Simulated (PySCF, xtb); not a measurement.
C2H6B, SMILES C[B]C (connectivity only; charge and spin as stated), charge +1, multiplicity 1.

Coordinates come from a r2SCAN-D4/def2-TZVP optimisation. The multiplicity is an assumed one; other spin states were not compared. The isomer is the one that the SMILES or the coordinates give; other isomers of the formula were not compared.

Method: PySCF 2.14.0 with C-PCM-M06-2X/def2-SVP.

The values are the electrostatic part of the solvation free energy, E(continuum) − E(gas) at the gas-phase geometry, in a cavity of scaled van der Waals radii (PySCF's table); cavitation and dispersion terms are not included. In vacuum the orbital gap is 12.12 eV.

| solvent | ε | ΔG(elec) (kcal/mol) | gap (eV) |
|---|---|---|---|
| water | 78.36 | -60.7 | 12.19 |
| chloroform | 4.71 | -48.4 | 12.17 |
| chlorobenzene | 5.70 | -50.6 | 12.17 |

For comparison, GFN2-xTB/ALPB(water) (xtb, at the GFN2-xTB geometry, all terms of that model) gives -60.4 kcal/mol.
